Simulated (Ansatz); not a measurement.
## Cost against result

Saddle point of GeAsNH₈, singlet (GeNH₅ ([NH2][GeH3]) + AsH₃ → GeAsH₅ ([GeH3][AsH2]) + NH₃; bonds formed: Ge1–As7, N2–H6; bonds broken: Ge1–N2, H6–As7), PBE0-D4/def2-TZVP structure:

```tsv
atom	x (Å)	y (Å)	z (Å)
Ge1	-1.1563	-0.4217	0.7646
N2	0.7826	-0.0233	0.8751
H3	-1.3294	-0.7052	2.2838
H4	-1.3912	-1.7057	-0.0147
H5	-1.9432	0.8265	0.3972
H6	0.9127	0.1909	-0.1770
As7	-0.0670	0.3639	-2.1813
H8	1.0029	0.7837	1.4570
H9	1.3485	-0.8147	1.1782
H10	0.5509	1.7577	-2.0559
H11	1.2896	-0.2523	-2.5270
```

Barriers are electronic and count from the start structure reached by relaxing down the imaginary mode.

Computed with Ansatz 0.2.0 (basis: as named in each row); correlated methods freeze the cores. Filled d shells of the heavier atoms are correlated. The def2 sets are not built for correlating such inner shells, so the correlated values are less sure here. B3LYP uses VWN-RPA correlation. Extrapolation: Hartree–Fock as exp(−7.88 √X), correlation as X^−2.97.

Times are rough, for one single point on 8 threads of a shared host (Arm Neoverse V1).

The estimate by CCSD(T) at an estimated basis limit (MP2 extrapolated from triple and quadruple zeta, plus CCSD(T) − MP2 in triple zeta) is 28.26 kcal/mol.

```json
{"method": "HF", "basis": "STO-3G", "time (s)": "under 1", "barrier (kcal/mol)": "69.64", "method less estimate": "41.37"}
{"method": "PBE-D4", "basis": "STO-3G", "time (s)": "under 1", "barrier (kcal/mol)": "46.48", "method less estimate": "18.22"}
{"method": "SPW92", "basis": "def2-SVP", "time (s)": "under 1", "barrier (kcal/mol)": "16.50", "method less estimate": "-11.76"}
{"method": "PBE-D4", "basis": "def2-SVP", "time (s)": "under 1", "barrier (kcal/mol)": "22.08", "method less estimate": "-6.18"}
{"method": "B3LYP-D4", "basis": "6-31G", "time (s)": "under 1", "barrier (kcal/mol)": "17.75", "method less estimate": "-10.51"}
{"method": "SPW92", "basis": "def2-TZVPP", "time (s)": "under 1", "barrier (kcal/mol)": "16.72", "method less estimate": "-11.54"}
{"method": "PBE0-D4", "basis": "def2-SVP", "time (s)": "1", "barrier (kcal/mol)": "24.83", "method less estimate": "-3.43"}
{"method": "PBE-D4", "basis": "def2-TZVPP", "time (s)": "1", "barrier (kcal/mol)": "21.88", "method less estimate": "-6.38"}
{"method": "BLYP-D4", "basis": "def2-TZVPP", "time (s)": "1", "barrier (kcal/mol)": "24.96", "method less estimate": "-3.30"}
{"method": "B3LYP-D4", "basis": "def2-TZVPP", "time (s)": "2", "barrier (kcal/mol)": "27.11", "method less estimate": "-1.15"}
{"method": "BHLYP-D4", "basis": "def2-TZVPP", "time (s)": "2", "barrier (kcal/mol)": "29.99", "method less estimate": "1.72"}
{"method": "PBE0-D4", "basis": "def2-TZVPP", "time (s)": "2", "barrier (kcal/mol)": "24.60", "method less estimate": "-3.66"}
{"method": "CAM-B3LYP-D4", "basis": "def2-TZVPP", "time (s)": "2", "barrier (kcal/mol)": "29.85", "method less estimate": "1.59"}
{"method": "r2SCAN-D4", "basis": "def2-TZVPP", "time (s)": "3", "barrier (kcal/mol)": "25.44", "method less estimate": "-2.83"}
{"method": "r2SCAN0-D4", "basis": "def2-TZVPP", "time (s)": "3", "barrier (kcal/mol)": "26.61", "method less estimate": "-1.65"}
{"method": "B2PLYP", "basis": "def2-TZVPP", "time (s)": "4", "barrier (kcal/mol)": "29.40", "method less estimate": "1.14"}
{"method": "wB97M-V", "basis": "def2-SVP", "time (s)": "4", "barrier (kcal/mol)": "28.05", "method less estimate": "-0.21"}
{"method": "PBE-QIDH", "basis": "def2-TZVPP", "time (s)": "4", "barrier (kcal/mol)": "27.70", "method less estimate": "-0.57"}
{"method": "RPA on PBE", "basis": "def2-TZVPP", "time (s)": "4", "barrier (kcal/mol)": "32.80", "method less estimate": "4.54"}
{"method": "wB97X-V", "basis": "def2-TZVPP", "time (s)": "5", "barrier (kcal/mol)": "30.62", "method less estimate": "2.36"}
{"method": "wB97M-V", "basis": "def2-TZVPP", "time (s)": "6", "barrier (kcal/mol)": "28.36", "method less estimate": "0.09"}
{"method": "B97M-V", "basis": "def2-TZVPP", "time (s)": "6", "barrier (kcal/mol)": "30.11", "method less estimate": "1.85"}
{"method": "CCSD(T)", "basis": "def2-SVP", "time (s)": "7", "barrier (kcal/mol)": "32.86", "method less estimate": "4.59"}
{"method": "MP2", "basis": "def2-QZVPP", "time (s)": "19", "barrier (kcal/mol)": "27.89", "method less estimate": "-0.37"}
{"method": "CCSD(T)", "basis": "def2-TZVPP", "time (s)": "140", "barrier (kcal/mol)": "30.63", "method less estimate": "2.37"}
```

All methods are single points on the PBE0-D4 structures.

The T1 diagnostic stays at or below 0.013.

Labels in which every atom is bracketed show which atoms are joined, not bond orders.
